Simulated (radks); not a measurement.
The numbers below are computed, except where a source is named.
Task: Isoelectronic series with 11 electrons, all held in the configuration [Ne] 3s1, which need not be the ground one along the series. Level of theory: scalar-relativistic Kohn-Sham, PBE, spin-polarised, spherical densities, finite nucleus; open shells are filled with parallel spins first (spin-orbit coupling, left out, can overturn this in heavy ions); Fermi nuclear charge, rms radius of each element as measured or else 0.836 A^(1/3) + 0.57 fm (a radial shooting solver on a logarithmic mesh with Libxc functionals). Total energies (hartree) and mean radii <r> (bohr) (* marks an orbital that is empty in some or all of the ions):

ion,E (hartree),3p up*,3s up,2p down,2p up
Al2+,-241.78221,2.530,2.192,0.6000,0.6016
P4+,-337.85879,1.719,1.593,0.4806,0.4815
Cl6+,-450.63524,1.322,1.267,0.4014,0.4021
K8+,-580.16280,1.079,1.056,0.3449,0.3453
Sc10+,-726.51158,0.9138,0.9070,0.3024,0.3027
V12+,-889.76574,0.7934,0.7954,0.2692,0.2694
Mn14+,-1070.02158,0.7014,0.7085,0.2426,0.2428
Co16+,-1267.38740,0.6287,0.6388,0.2207,0.2209
Cu18+,-1481.98299,0.5697,0.5815,0.2024,0.2025
Ga20+,-1713.93994,0.5209,0.5336,0.1869,0.1870
As22+,-1963.40213,0.4797,0.4928,0.1735,0.1736
Br24+,-2230.52601,0.4446,0.4577,0.1619,0.1620
Rb26+,-2515.48083,0.4142,0.4272,0.1518,0.1518
Nb30+,-3139.62622,0.3642,0.3765,0.1347,0.1348
Rh34+,-3837.46870,0.3247,0.3362,0.1210,0.1211
Ag36+,-4214.60451,0.3080,0.3189,0.1151,0.1151
In38+,-4610.88911,0.2928,0.3032,0.1097,0.1098

Estimate the row of Tc32+.

Result: E (hartree) -3479.22390; 3p up* 0.3434; 3s up 0.3553; 2p down 0.1275; 2p up 0.1276.
